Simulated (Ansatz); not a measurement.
**Ligand exchange: GaH2F + H2S → GaH2(SH) + HF**

Species: GaH2F `[F][GaH2]`, singlet; H2S (hydrogen sulfide) `S`, singlet; GaH2(SH), singlet; HF (hydrogen fluoride), singlet. The partners trade F for SH: Ga–F and H–SH bonds give way to Ga–SH and H–F.

Shapes, held fixed at every level: PBE0-D4/def2-TZVP. Programs: Ansatz 0.2.0. The zero-point and thermal change to 298 K, harmonic and unscaled (PBE0-D4/def2-TZVP), is +5.8 kJ/mol.

```json
{"level": "HF/def2-SVP", "kind": "Hartree–Fock", "ΔH(298 K) (kJ/mol)": "+20.6", "less CCSD(T)/def2-TZVPP": "+18.9"}
{"level": "B3LYP-D4/def2-TZVPP", "kind": "global hybrid", "ΔH(298 K) (kJ/mol)": "+6.1", "less CCSD(T)/def2-TZVPP": "+4.4"}
{"level": "r2SCAN0-D4/def2-TZVPP", "kind": "global hybrid", "ΔH(298 K) (kJ/mol)": "-1.3", "less CCSD(T)/def2-TZVPP": "-3.0"}
{"level": "wB97M-V/def2-TZVPP", "kind": "range-separated hybrid", "ΔH(298 K) (kJ/mol)": "+5.5", "less CCSD(T)/def2-TZVPP": "+3.8"}
{"level": "wB97X-V/def2-TZVPP", "kind": "range-separated hybrid", "ΔH(298 K) (kJ/mol)": "+9.5", "less CCSD(T)/def2-TZVPP": "+7.8"}
{"level": "CCSD/def2-SVP", "kind": "coupled cluster or CI", "ΔH(298 K) (kJ/mol)": "+18.1", "less CCSD(T)/def2-TZVPP": "+16.4"}
{"level": "CCSD/def2-TZVPP", "kind": "coupled cluster or CI", "ΔH(298 K) (kJ/mol)": "+3.9", "less CCSD(T)/def2-TZVPP": "+2.2"}
{"level": "CCSD(T)/def2-TZVPP", "kind": "coupled cluster or CI", "ΔH(298 K) (kJ/mol)": "+1.7", "less CCSD(T)/def2-TZVPP": "0.0"}
```

The highest level, CCSD(T)/def2-TZVPP, gives ΔH(298 K) = +1.7 kJ/mol; the levels span -1.3 to +20.6. That is about zero within the method's error. They disagree on the sign: 7 of 8 are positive. The column of differences is taken from that level and isn't an error. No measured value is set beside it here. Relativity is left out for Ga. Outer-core shells of Ga are correlated, in sets that cover them unevenly.
